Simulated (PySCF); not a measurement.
Species: C₅H₈O₂.
Z-matrix (Å and degrees, PBE0-D3(BJ)/def2-SVP geometry), rows numbered from 1:
```
C 
O   1  1.4025
C   2  1.3472  1  116.56
C   3  1.3386  2  122.01  1  -171.47
C   4  1.4975  3  123.20  2    -1.08
C   5  1.5116  4  110.97  3   -91.80
O   6  1.2004  5  125.20  4  -126.27
H   1  1.0974  2  107.27  3  -176.29
H   1  1.1043  2  111.74  3    64.66
H   1  1.1045  2  111.58  3   -57.43
H   3  1.0973  2  116.23  1     8.65
H   4  1.0919  3  117.65  2  -177.45
H   5  1.0996  4  112.58  3   146.69
H   5  1.1043  4  109.10  3    25.70
H   6  1.1224  5  113.58  4    53.05
```

Computed with PySCF at CAM-B3LYP/def2-SVPD, non-relativistic, on one gas-phase PBE0-D3(BJ)/def2-SVP geometry that isn't relaxed in the solvent. The solvent is an IEF-PCM continuum (van der Waals radii × 1.2). The model holds no explicit solvent molecules, cavitation or dispersion.

Gas phase at CAM-B3LYP/def2-SVPD: HOMO -7.98 eV, LUMO 0.46 eV, dipole 4.83 D.

Problem. What does the continuum do to the energy, the frontier levels and the dipole at CAM-B3LYP/def2-SVPD in dimethylsulfoxide and water?

Solution. 
| solvent | ε | E(solvent) − E(gas) (kcal/mol) | polarisation term (kcal/mol) | distortion of the solute (kcal/mol) | HOMO (eV) | LUMO (eV) | dipole (D) |
| --- | --- | --- | --- | --- | --- | --- | --- |
| dimethylsulfoxide | 46.83 | -6.90 | -8.10 | 1.20 | -7.84 | 0.34 | 6.04 |
| water | 78.36 | -7.00 | -8.23 | 1.23 | -7.84 | 0.34 | 6.05 |

Polarisation term: ½ Σ q·V over the induced surface charges. Distortion: the rise of the solute's own energy as its density leaves the gas-phase optimum. From dimethylsulfoxide to water the lowering changes by a factor 1.01, Onsager's factor (ε − 1)/(2ε + 1) by 1.01 and ε itself by 1.7.

Problem. Which radius a makes the point-dipole formula ΔE = −[(ε − 1)/(2ε + 1)]·μ²/a³ give the value in water, with the gas-phase dipole?

Solution. μ = 1.899 au and |ΔE| = 0.01115 Eh give a = 2.87 Å; the farthest nucleus lies 3.67 Å from the centroid of the nuclei, so such a sphere wouldn't even hold the nuclei. The formula assumes a rigid point dipole at the centre of a sphere.

Problem. How does the static polarisability (CAM-B3LYP/def2-SVPD, frozen core, with the continuum's full static response) change?

Solution. 
| medium | isotropic (au) | principal values (au) | ⟨r²⟩ of the electrons (bohr²) |
| --- | --- | --- | --- |
| gas | 72.1 | 55.9, 61.5, 98.8 | 1084.4 |
| dimethylsulfoxide | 94.7 | 75.7, 81.8, 126.5 | 1085.0 |
| water | 95.1 | 76.1, 82.2, 126.9 | 1085.0 |

The isotropic value in water is 1.32 times the gas-phase one; no cavity-field correction is applied. ⟨r²⟩ is taken about the centre of nuclear charge.
